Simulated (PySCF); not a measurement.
# B⁺: excitation energy

B⁺ [He] 2s2 (1S) → B⁺ [He] 2p2 (3P), as a difference of total energies. Calculation: PySCF 2.14, in x2c-QZVPPall (7s4p3d2f1g, 57 functions); the spin-free X2C one-electron Hamiltonian (Gaussian nucleus). Correlated levels: valence: 1s2 frozen; valence and next inner shell: nothing frozen. The calculations carry no spin-orbit coupling.

```csv
method,excitation energy (eV)
UHF,10.959
LDA,9.981
PBE,10.022
PBE0,10.427
r2SCAN,10.124
wB97M-V,10.845
HSE06,10.386
r2SCAN0,10.479
r2SCANh,10.266
MP2 (valence),11.787
SCS-MP2 (valence),12.122
MP2 (valence and next inner shell),11.725
SCS-MP2 (valence and next inner shell),12.078
```

Errors of the correlated levels include the incompleteness of this basis and the frozen core.

The basis was made for the ground configuration and has no added diffuse functions, so the excitation energy can come out too high.

Which method comes closest to the reference value, and which is furthest?

The reference is 12.265 eV (measured; NIST levels, between the centres of gravity of the two terms). Closest: SCS-MP2 (valence) (error -0.143 eV); furthest: LDA (error -2.284 eV).
